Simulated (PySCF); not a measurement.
Positional isomers: benzothiophene cyano+silyl. All species are isolated molecules in the gas phase. Strings in code marks are SMILES.

Quantity: electronic energy of isomers of C9H7NSSi relative to `N#Cc1c([SiH3])sc2ccccc12`, in kcal/mol.

Level 1: PBE-D3(BJ)/def2-TZVP // PBE-D3(BJ)/def2-SVP (PySCF)
Level 2: B3LYP/3-21G // PBE-D3(BJ)/def2-SVP (PySCF)
Level 3: M06-2X/6-31G* // PBE-D3(BJ)/def2-SVP (PySCF)
Level 4: PBE/6-31G* // PBE-D3(BJ)/def2-SVP (PySCF)

```
species                        level 1     level 2     level 3  level 4
--------------------------  ----------  ----------  ----------  -------
`N#Cc1cc2ccsc2cc1[SiH3]`    (withheld)  (withheld)        2.39     2.79
`N#Cc1cc([SiH3])cc2sccc12`        3.19        3.53  (withheld)     2.71
`N#Cc1cc2cc([SiH3])ccc2s1`        4.91        3.10        5.51     4.10
```

Task: What belongs in the gaps?

Result: 
- `N#Cc1cc2ccsc2cc1[SiH3]`, level 1: 3.26
- `N#Cc1cc2ccsc2cc1[SiH3]`, level 2: 3.14
- `N#Cc1cc([SiH3])cc2sccc12`, level 3: 2.85
